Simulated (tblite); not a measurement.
Species: C5H10BNO.
Numbering: `[CH3:1][B:2]([CH3:3])/[N:4]=[CH:5]\[CH2:6][CH:7]=[O:8]` (hydrogens: H9, H10, H11 on C1; H12, H13, H14 on C3; H15 on C5; H16, H17 on C6; H18 on C7)

Computed with GFN2-xTB (tblite), gas phase: L-BFGS steps from a force-field or distance-geometry start until the largest atomic force falls under 0.01 eV/Å.

At the end of the run (lengths in Å): B2–N4 1.346, N4=C5 1.238, C5–C6 1.508, C3–H14 1.087, C7=O8 1.197, C1–H9 1.088, C3–H12 1.088, B2–N4–C5 174.8°, C1–B2–N4 119.7°, C1–B2–C3 120.8°, C5–C6–C7 110.3°, N4–C5–C6–C7 121°, C5–C6–C7–O8 -128°, H18–C7–C6–C5 52°, H9–C1–B2–C3 -62°.

**Question.** These geometries were met on the way; a selection of coordinates is given. Order them by energy above the end point, lowest first.
A. B2–N4 1.355, N4=C5 1.239, C5–C6 1.521, C3–H14 1.082, C7=O8 1.198, C1–H9 1.086, C3–H12 1.092, B2–N4–C5 158.6°, C1–B2–N4 111.8°, C1–B2–C3 129.1°, C5–C6–C7 116.2°, N4–C5–C6–C7 163°, C5–C6–C7–O8 -108°, H18–C7–C6–C5 74°, H9–C1–B2–C3 -29°
B. B2–N4 1.529, N4=C5 1.296, C5–C6 1.512, C3–H14 1.114, C7=O8 1.221, C1–H9 1.112, C3–H12 1.111, B2–N4–C5 129.2°, C1–B2–N4 122.3°, C1–B2–C3 119.4°, C5–C6–C7 110.6°, N4–C5–C6–C7 170°, C5–C6–C7–O8 -67°, H18–C7–C6–C5 113°, H9–C1–B2–C3 -2°
C. B2–N4 1.347, N4=C5 1.239, C5–C6 1.510, C3–H14 1.089, C7=O8 1.199, C1–H9 1.089, C3–H12 1.089, B2–N4–C5 158.9°, C1–B2–N4 112.1°, C1–B2–C3 125.3°, C5–C6–C7 112.9°, N4–C5–C6–C7 162°, C5–C6–C7–O8 -119°, H18–C7–C6–C5 59°, H9–C1–B2–C3 -29°
D. B2–N4 1.412, N4=C5 1.244, C5–C6 1.526, C3–H14 1.084, C7=O8 1.195, C1–H9 1.081, C3–H12 1.089, B2–N4–C5 139.4°, C1–B2–N4 119.8°, C1–B2–C3 121.4°, C5–C6–C7 114.5°, N4–C5–C6–C7 173°, C5–C6–C7–O8 -70°, H18–C7–C6–C5 107°, H9–C1–B2–C3 -6°
E. B2–N4 1.379, N4=C5 1.239, C5–C6 1.535, C3–H14 1.084, C7=O8 1.195, C1–H9 1.075, C3–H12 1.091, B2–N4–C5 156.6°, C1–B2–N4 110.4°, C1–B2–C3 129.8°, C5–C6–C7 117.9°, N4–C5–C6–C7 170°, C5–C6–C7–O8 -94°, H18–C7–C6–C5 86°, H9–C1–B2–C3 -21°

**Answer.** C (0.152 eV), A (0.256 eV), E (0.439 eV), D (0.738 eV), B (1.195 eV).

```tsv
step	E above end (eV)	rms distance from the end, all atoms (Å)	largest force (eV/Å)	rms shift of all bonds from the end (Å)
38	0.152	0.755	0.350	0.006
32	0.256	0.822	0.277	0.007
24	0.439	0.932	0.713	0.011
15	0.738	1.153	0.404	0.018
0	1.195	1.231	3.313	0.049
```

Rows stand in the order of the answer.
